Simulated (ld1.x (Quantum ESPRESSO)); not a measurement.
Rb (Z = 37), TM: configuration errors across variants

ld1.x (Quantum ESPRESSO) 7.5 input, shortened:

```
&input
   title='Rb', zed=37., rel=1, dft='PBE', iswitch=3,
   config='[Kr] 4d-2 5s1 5p0'
 /
 &inputp
   pseudotype=2, tm=.true., lloc=1,
   nlcc=.true.
 /
3
5S  1  0   1.00   0.00  4.20  4.20  0.0
4D  3  2  -2.00  -0.15  3.95  3.95  0.0
4P  2  1   6.00   0.00  2.15  2.15  0.0
 &test
   configts(1)='4p6 5s1 5p0'
 /
```

All-electron excitation energies from the reference (eV): (1) 4p6 5s0 5p0 4.154; (2) 4p6 5s0.5 5p0 1.578; (3) 4p6 5s0 5p1 1.520.

The default core radius of the base comes out at 1.01 bohr.

Tests that are not counted but printed errors over 1 eV. “wave 4p (bound): rc 2.15 bohr becomes 4p (bound): rc 1.52 bohr”: 4p5 5s1 5p0 (solver errors, printed error -2.6 eV). “local potential all-electron potential smoothed inside 1.65 bohr (lloc = -1)”: 4p5 5s1 5p0 (solver errors, printed error -2.6 eV). “all radii but the core radius scaled by about 0.93 (s 3.90, p 2.00, d 3.66 bohr)”: 4p5 5s1 5p0 (solver errors, printed error -2.6 eV).

4 further variants failed, have other tests or another functional or relativity, and are left out.

A true bound ghost makes a file unfit for plane-wave use even where its test errors are small: the radial tests pick states by their node count and pass the ghost by. Where a test does run into it, the solver fails or the error is huge.

Errors AE − PS in meV (a dash: test not solved or not reliable):

| change | (1) | (2) | (3) | bound ghosts |
| --- | --- | --- | --- | --- |
| base | -0.8 | -0.1 | +5.9 | d, s |
| core correction a·sin(br)/r model core inside 1.00 bohr | -0.8 | -0.1 | +5.9 | d, s |
| wave 4p (bound): rc 2.15 bohr becomes 4p (bound): rc 1.52 bohr | -0.8 | -0.8 | +0.5 | d, s |
| wave 4d channel at -0.15 Ry: rc 3.95 bohr becomes 4d channel at 4.83 Ry: rc 3.95 bohr | -0.8 | -0.1 | +5.9 | d, s |
| local potential all-electron potential smoothed inside 1.65 bohr (lloc = -1) | -0.8 | +0.4 | +3.3 | s |
| all radii but the core radius scaled by about 0.93 (s 3.90, p 2.00, d 3.66 bohr) | -0.4 | -0.1 | +4.0 | s |
| wave 4d channel at -0.15 Ry: rc 3.95 bohr becomes 4d channel at -0.15 Ry: rc 6.08 bohr | -0.8 | -0.1 | +5.9 | s, d |

Question: Give the same row for: wave 5s (bound): rc 4.20 bohr becomes 5s (bound): rc 5.46 bohr.

Answer: -11, -1.1, -1.6; bound ghosts: d, s. Not counted: 4p5 5s1 5p0 (solver errors, printed error -2.7 eV).
